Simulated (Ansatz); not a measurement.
Computed with Ansatz on PBE0-D4/def2-TZVP structures; ΔE is electronic, products minus reactants. CBS: MP2 limit from def2 TZ/QZ plus the TZ coupled-cluster correction, frozen cores. This one scheme is used for every species, atoms too. DFT in def2-TZVPP. B3LYP here is the variant with VWN-RPA as its local correlation; programs differ in this. Open shells (•) are unrestricted, without spin–orbit coupling. Spin–orbit coupling would lower the free atoms: a little for Al, C. Each species was taken in one conformer, which may not be the lowest.

`C[CH]([AlH2])CN` → Al• + 3 C• + 10 H• + N•  (atomization)

(1) What is ΔE at CCSD(T)/CBS? (Estimate.)

(2) What do these levels give: PBE-D4, ωB97X-V, r2SCAN, PBE0, B3LYP, MP2/def2-TZVPP, SCS-MP2/def2-TZVPP, CCSD(T)/def2-TZVPP, HF/def2-QZVPP, MP2/def2-QZVPP, SCS-MP2/def2-QZVPP, MP2/CBS(def2)? (An estimate is asked.)

Largest T1 diagnostic among the species: 0.018.

Answers

(1) The calculation gave: +5305.7 kJ/mol.

(2) Ansatz gave: PBE-D4 5376.6, ωB97X-V 5321.9, r2SCAN 5291.9, PBE0 5288.4, B3LYP 5266.8, MP2/def2-TZVPP 5210.0, SCS-MP2/def2-TZVPP 5221.6, CCSD(T)/def2-TZVPP 5176.8, HF/def2-QZVPP 3903.0, MP2/def2-QZVPP 5286.3, SCS-MP2/def2-QZVPP 5308.5, MP2/CBS(def2) 5338.9 kJ/mol.

From PBE to PBE0 (25 % exact exchange), in def2-TZVPP and without D4, ΔE moves by −59.4 kJ/mol: exact exchange takes away binding that semilocal exchange gives to molecules. In def2-TZVPP, CCSD(T) changes the Hartree–Fock value by +1280.7 kJ/mol (the triples alone add +63.7 kJ/mol) and MP2 by +1314.0 kJ/mol; breaking electron pairs costs correlation energy, which Hartree–Fock lacks. The D4 term adds +45.8 kJ/mol with B3LYP and +24.3 kJ/mol with PBE0; it sums over pairs of atoms, weighted by their polarisabilities, and B3LYP, whose exchange is more repulsive, gets the larger term.

For atomizations the MP2-based limit and the directly extrapolated one differ by several kJ/mol either way, and by 10 to 25 for some Ge, Se and Sn compounds, so smaller differences from it don't rank the levels.
